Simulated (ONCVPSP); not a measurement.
**Sb: one change to an ONCV potential, before and after**

- Element: Sb (Z = 51)
- Generator: ONCVPSP 4.0.1
- Type: optimised norm-conserving Vanderbilt (ONCV)
- Functional: PBE
- Relativity: fully relativistic
- Frozen core: [Kr] 4d10
- Valence charge: 5
- Reference configuration: 5s1.75 5p3.25
- Partial waves: 5s: rc 1.90 bohr, ncon 3, nbas 7, qcut 3.6 1/bohr, 2 projectors, debl 1.3 Ha; 5p: rc 2.45 bohr, ncon 5, nbas 8, qcut 3.4 1/bohr, 2 projectors, debl 0.9 Ha; d scattering state at 0.21 Ha: rc 2.10 bohr, ncon 4, nbas 7, qcut 4.3 1/bohr, 2 projectors, debl 3.5 Ha
- Local potential: polynomial inside 1.90 bohr (lpopt 3, dvloc0 3 Ha)
- Core correction: Teter function fitted to the true core (icmod 2), fcfact 0.6

Open shells are filled in proportion to 2j + 1.

Change: s: qcut 3.2; p: qcut 3.1; d: qcut 3.9.

Cutoffs: the cutoffs (Ha) at which the residual kinetic energy of the hardest occupied pseudo-wave falls to 1 and 0.1 mHa per electron; they do not see the model core or the augmentation charge, which bear on the density cutoff. Errors are all-electron minus pseudo energies relative to the spin-unpolarised reference configuration.

Problem. What does the change do?

Solution. The potential gets harder (6.9 Ha and 32 Ha → 12 Ha and 38 Ha); a bound ghost appears in d, which as a rule spoils a file; the lowest positive-energy flag moves from s at 145.6 eV to d5/2 at 11.3 eV; of the 4 tests that both files solve, the error grows in 1 and shrinks in 0 by more than 15 % and 0.3 meV (median size 1.6 → 1.6 meV).

| quantity | base | changed |
| --- | --- | --- |
| cutoff, loose | 6.9 Ha | 12 Ha |
| cutoff, tight | 32 Ha | 38 Ha |
| loose cutoff by channel | s 6.9 Ha, p 6.9 Ha | s 12 Ha, p 10 Ha |
| bound ghosts | none | d3/2 |
| GHOST(+) flags under 300 eV | s at 145.6 eV | d5/2 at 11.3 eV |
| error for 5s2 5p3, meV [ΔE -2.00 eV] | -0.9 | -1.2 |
| error for 5s2 5p2, meV [ΔE 6.33 eV] | +2.0 | +1.7 |
| error for 5s2 5p1, meV [ΔE 22.32 eV] | -1.2 | -1.6 |
| error for 5s0 5p5, meV [ΔE 14.38 eV] | -34 | -38 |
| s: phases at 1.93 bohr within 0.05 rad from the reference energy up to (Ha; the scan ends near 5) | 3.6 | 3.5 |
| p3/2: phases at 2.48 bohr within 0.05 rad from the reference energy up to (Ha; the scan ends near 5) | 2.4 | 2.4 |
| p1/2: phases at 2.48 bohr within 0.05 rad from the reference energy up to (Ha; the scan ends near 5) | 2.4 | 2.4 |
| d5/2: phases at 2.13 bohr within 0.05 rad from the reference energy up to (Ha; the scan ends near 5) | 0.5 | 0.3 |
| d3/2: phases at 2.13 bohr within 0.05 rad from the reference energy up to (Ha; the scan ends near 5) | 0.5 | 0.5 |
| rms error of d²Exc/dni dnj with the model core, mHa | 4.72 | 4.65 |

Base: The cutoffs count occupied waves only; projector 2 of the d channel, the hardest unoccupied one, needs 53 Ha at the loose tolerance. Changed file: The cutoffs count occupied waves only; projector 2 of the d channel, the hardest unoccupied one, needs 64 Ha at the loose tolerance. A true bound ghost makes a file unfit for plane-wave use even where its test errors are small: the radial tests pick states by their node count and pass the ghost by.
